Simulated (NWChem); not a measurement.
System: SiCl$_{2}$, singlet; SMILES Cl[Si]Cl

Results from NWChem. Low-valent species are run as closed-shell singlets; no triplet was tried in these runs. Coordinates come from a PBE0/def2-SVP optimisation. Level: PBE0/def2-SVP with SMD (1 M gas to 1 M solution), gas-phase geometry. Reactions with the solvent are ignored.

For solvent n-hexane:

```
Property                                     Result
-------------------------------------------  ------
solvation free energy (kcal/mol)               -3.2
cavity-dispersion-structure term (kcal/mol)    -2.5
dipole in solution (D)                         1.07
```

Estimate the same quantities for solvent water.

The solvation free energy (kcal/mol) comes out as -0.7 and the cavity-dispersion-structure term (kcal/mol) is 0.7. The dipole in solution (D) comes out as 1.25.
